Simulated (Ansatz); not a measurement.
Basis-set extrapolation for `CS[SiH](N)F` (PBE0-D4/def2-TZVP geometry, frozen core, Ansatz 0.2.0). Multiplicity 1, RHF reference.

```csv
,def2-TZVPP,def2-QZVPP
HF,-881.961768,-881.992115
MP2 correlation,-0.936215,-1.013756
CCSD(T) correlation,-1.016988,not run
```

Energies in hartree. Use E(X) = E(∞) + A·exp(−7.88·√X) for Hartree–Fock and E(X) = E(∞) + B·X^(−2.97) for correlation, with X = 3 and 4, and add CCSD(T) minus MP2 of the smaller set to the MP2 limit.

Problem. What is the CCSD(T) energy at the basis-set limit?

Solution. HF limit: -881.992115 + (-0.030347) × 0.13774 = -881.99629. MP2 limit: -1.013756 + (-0.077541) × 0.74074 = -1.07119. Higher-order term: -1.016988 − (-0.936215) = -0.08077. Total: -883.14825 hartree, 4.61 eV below CCSD(T)/def2-TZVPP.
